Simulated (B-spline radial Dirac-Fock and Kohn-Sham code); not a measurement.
# Ni⁺: eigenvalues, ΔSCF and the reference

System: nickel as Ni⁺, configuration 1s2 2s2 2p6 3s2 3p6 3d7 4s2 (not the ground configuration).

The density-functional columns are spherical, spin-unpolarised Dirac-Kohn-Sham results without Breit or QED terms: −ε is minus the orbital energy of the initial state and ΔSCF the difference of two total energies. The reference in the last column comes from ΔSCF Dirac-Fock with Breit, self-energy and vacuum polarisation, finite nucleus, configuration average. All numbers are from a radial atomic solver, in eV; a selection of levels is shown. For the 1s level of heavy atoms much of the gap between ΔSCF and the reference is the Breit and QED part, -14.5 eV here; for other levels the error of the functional can be larger.

| level | PBE −ε | PBE ΔSCF | Dirac-Fock |
| --- | --- | --- | --- |
| 1s | 8226.5 | 8396.1 | 8364.8 |
| 2s | 998.6 | 1025.3 | 1047.2 |
| 2p1/2 | 873.1 | 905.7 | 906.2 |
| 2p3/2 | 855.6 | 887.6 | 889.1 |
| 3s | 127.1 | 137.2 | 147.4 |
| 3p1/2 | 88.81 | 98.71 | 102.3 |
| 3p3/2 | 86.56 | 96.40 | 100.1 |
| 3d | 24.00 | 32.98 | 30.68 |
| 4s | 14.99 | 19.38 | 17.22 |

Values without a named source are computed, but for edge energies of neutral atoms, which are taken from tables.
